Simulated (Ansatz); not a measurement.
A nudged elastic band was laid between two geometries of a periodic cell of 19 atoms, GaC₁₈ (surface graphene monolayer, adsorbate Ga).

Computed with DFT PBE, scalar-relativistic, plane waves, PAW in Ansatz. Settings: cutoff 420 eV, k mesh 2x2x1, gaussian smearing 0.05 eV, spin collinear.

```
movable images  : 5
climbing image  : yes
spring          : 5.0 eV/Å²
optimiser       : quadratic models (default)
start path      : IDPP
force threshold : 0.05 eV/Å
iteration limit : 80
end points      : relaxed
```

Image 0:

```xyz
19
Lattice="7.3980 0.0000 0.0000 -3.6990 6.4069 0.0000 0.0000 0.0000 12.0000" Properties=species:S:1:pos:R:3
C 0.018 -0.007 0.986
C 1.259 0.709 0.986
C -1.207 2.124 0.978
C 0.026 2.836 0.978
C -2.440 4.252 0.985
C -1.200 4.968 0.985
C 2.499 -0.007 0.985
C 3.730 0.704 0.980
C 1.259 2.131 0.981
C 2.492 2.836 0.978
C 0.031 4.257 0.980
C 1.259 4.972 0.978
C 4.958 -0.011 0.978
C 6.185 0.704 0.981
C 3.725 2.124 0.978
C 4.958 2.830 0.980
C 2.486 4.257 0.981
C 3.717 4.968 0.986
Ga -2.432 5.680 3.154
```

Image 6:

Only the atoms that move by more than 0.05 Å are listed.
```
Ga19 0.034 5.680 3.154
```

Question: What changes between the two ends?

Answer: The atom that moves furthest is Ga19, by 2.47 Å; four of its nearest neighbours are C6 2.59, C7 2.60, C5 2.60, C2 2.60 Å at the first end and C12 2.59, C13 2.60, C11 2.60, C8 2.60 Å at the last.

Question: What energy profile does the band end with?

Answer: It converged. The highest image is number 3 of 0 to 6, 0.164 eV above the ends, which have the same energy within 2 meV. By the program's own check the climbing image is of a kind that is not told: the force calls were inconclusive, a negative curvature could not be distinguished from the path's own, the only one lies far off the path, or fixed occupations may fill a level only in part (lowest curvatures found: -0.50 and 0.03 eV/Å²). Limits of this set-up: slab without dipole correction.

| image | path coordinate (Å) | energy (eV) |
| --- | --- | --- |
| 0 | 0.00 | 0.000 |
| 1 | 0.40 | 0.044 |
| 2 | 0.81 | 0.126 |
| 3 | 1.21 | 0.164 |
| 4 | 1.62 | 0.124 |
| 5 | 2.03 | 0.042 |
| 6 | 2.44 | 0.000 |

Question: What is the geometry of the highest image?

Answer: 
```xyz
19
Lattice="7.3980 0.0000 0.0000 -3.6990 6.4069 0.0000 0.0000 0.0000 12.0000" Properties=species:S:1:pos:R:3
C 0.022 -0.021 0.981
C 1.252 0.696 0.977
C -1.207 2.114 0.980
C 0.027 2.824 0.983
C -2.447 4.245 0.980
C -1.207 4.955 0.966
C 2.492 -0.015 0.951
C 3.732 0.696 0.977
C 1.258 2.119 0.981
C 2.492 2.828 0.975
C 0.033 4.245 0.980
C 1.263 4.961 0.978
C 4.962 -0.021 0.981
C 6.191 0.693 0.983
C 3.726 2.119 0.981
C 4.957 2.824 0.983
C 2.492 4.249 0.977
C 3.722 4.961 0.978
Ga -1.206 5.854 3.225
```

The run took 2.1 min on 2 threads of Intel(R) Xeon(R) 6975P-C (Granite Rapids) (shared host), peak memory 2 GiB.
